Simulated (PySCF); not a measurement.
Compound: C₄H₁₂AlO₄ (charge -1).
Structure used (PBE0-D3(BJ)/def2-SVP), in Å, numbered top down from 1:
```
atom  x, y, z in Å
C1    -1.118   -2.182   -1.329
O2    -0.332   -1.695   -0.318
Al3   -0.002    0.005    0.015
O4    -1.403    0.910   -0.557
C5    -1.403    2.187   -1.052
O6     0.334    0.112    1.744
C7    -0.169   -0.708    2.719
O8     1.399    0.693   -0.808
C9     2.686    0.710   -0.343
H10   -1.830   -1.429   -1.732
H11   -1.732   -3.050   -0.997
H12   -0.526   -2.549   -2.202
H13   -1.770    2.939   -0.313
H14   -2.072    2.290   -1.938
H15   -0.397    2.532   -1.374
H16    0.572   -0.883    3.533
H17   -1.071   -0.285    3.223
H18   -0.468   -1.709    2.339
H19    3.207    1.661   -0.601
H20    2.755    0.603    0.762
H21    3.317   -0.103   -0.774
```

Method: delta-SCF UKS SCAN, pcX-2 on the ionised atom, pcseg-1 elsewhere, spin-free X2C in PySCF. Each 1s hole has a ground state of its own, since the core basis sits on the ionised atom alone.

```json
{"ionised atom": "C1", "basis functions": "221", "E(ground) (Eh)": "-703.62180", "binding energy (eV)": "287.806"}
{"ionised atom": "O2", "basis functions": "221", "E(ground) (Eh)": "-703.64969", "binding energy (eV)": "532.308"}
{"ionised atom": "Al3", "basis functions": "232", "E(ground) (Eh)": "-703.66826", "binding energy (eV)": "1561.259"}
```

Q: Fill in the total energy of each core-ionised state.

A: With binding energy = E(ionised) − E(ground) and 27.2114 eV a hartree:

```json
{"atom": "C1", "binding energy (Eh)": "10.5767", "E(ionised) (Eh)": "-693.0451"}
{"atom": "O2", "binding energy (Eh)": "19.5619", "E(ionised) (Eh)": "-684.0877"}
{"atom": "Al3", "binding energy (Eh)": "57.3752", "E(ionised) (Eh)": "-646.2931"}
```

Q: How much do the ground-state energies differ, and what would follow from using one of them for all holes?

A: They run from -703.6683 Eh (core basis on Al3) to -703.6218 Eh (on C1), 0.0465 Eh or 1.27 eV apart, though the state is the same; only basis and grid differ. Pairing the ion of C1 with the ground state of Al3 would put its binding energy 1.27 eV too high.

Only 1s holes are shown. Topologically equivalent atoms share the value of their first member; where this conformer doesn't relate them by symmetry, their own values could differ. The species carries charge -1, so core ionisation leaves a neutral species. The basis sets have no added diffuse functions. Isolated species at its PBE0-D3(BJ)/def2-SVP geometry (one conformer only). The geometry's basis has no diffuse functions, a weakness for an anion.
